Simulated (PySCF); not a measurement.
Geometry:
```csv
atom,x (Å),y (Å),z (Å)
C1,2.797,1.002,-1.224
C2,1.388,1.107,-0.658
C3,0.784,-0.268,-0.394
O4,-0.510,-0.122,0.125
Si5,-1.558,-1.269,0.564
C6,-3.039,-0.230,1.146
Cl7,-4.320,-1.341,1.678
H8,3.450,0.479,-0.528
H9,3.205,1.992,-1.403
H10,2.792,0.455,-2.164
H11,1.401,1.666,0.279
H12,0.741,1.640,-1.356
H13,0.741,-0.849,-1.322
H14,1.402,-0.825,0.321
H15,-1.950,-2.129,-0.555
H16,-1.055,-2.096,1.664
H17,-2.809,0.409,1.995
H18,-3.468,0.386,0.359
```

Geometry: GFN2-xTB; GIAO absolute shieldings from PySCF 2.14, gas phase, non-relativistic, averaged over equivalent atoms.

At PBE0/pcSseg-1 (188 basis functions, 37 s wall time on 1 thread of an Arm Neoverse V1, shared host):
```json
{"atoms": "C3", "σ (ppm)": "116.7"}
{"atoms": "C2", "σ (ppm)": "156.7"}
{"atoms": "C6", "σ (ppm)": "158.3"}
{"atoms": "C1", "σ (ppm)": "175.9"}
{"atoms": "O4", "σ (ppm)": "301.4"}
{"atoms": "Si5", "σ (ppm)": "376.9"}
{"atoms": "Cl7", "σ (ppm)": "985.9"}
{"atoms": "H15/H16", "σ (ppm)": "26.97"}
{"atoms": "H13/H14", "σ (ppm)": "28.00"}
{"atoms": "H17/H18", "σ (ppm)": "28.62"}
{"atoms": "H11/H12", "σ (ppm)": "29.98"}
{"atoms": "H8/H9/H10", "σ (ppm)": "30.81"}
```

Q: Predict the values at PBE/6-311G** on the same geometry.

A: 
```json
{"atoms": "C3", "σ at PBE/6-311G**": "114.0", "change": "-2.7"}
{"atoms": "C2", "σ at PBE/6-311G**": "154.2", "change": "-2.5"}
{"atoms": "C6", "σ at PBE/6-311G**": "156.5", "change": "-1.8"}
{"atoms": "C1", "σ at PBE/6-311G**": "175.7", "change": "-0.2"}
{"atoms": "O4", "σ at PBE/6-311G**": "291.1", "change": "-10.3"}
{"atoms": "Si5", "σ at PBE/6-311G**": "363.5", "change": "-13.4"}
{"atoms": "Cl7", "σ at PBE/6-311G**": "954.5", "change": "-31.4"}
{"atoms": "H15/H16", "σ at PBE/6-311G**": "26.77", "change": "-0.20"}
{"atoms": "H13/H14", "σ at PBE/6-311G**": "28.12", "change": "+0.12"}
{"atoms": "H17/H18", "σ at PBE/6-311G**": "28.81", "change": "+0.19"}
{"atoms": "H11/H12", "σ at PBE/6-311G**": "30.17", "change": "+0.19"}
{"atoms": "H8/H9/H10", "σ at PBE/6-311G**": "31.12", "change": "+0.31"}
```

The largest change is at Cl7 (chlorine bonded to C). Cost: 208 basis functions, 39 s wall time on 1 thread of an Intel Xeon Platinum 8488C, shared host. The order of the carbon signals is the same at both levels.

Carbons that carry Cl, above all several Cl atoms, come out too deshielded, partly because spin–orbit coupling is missing.
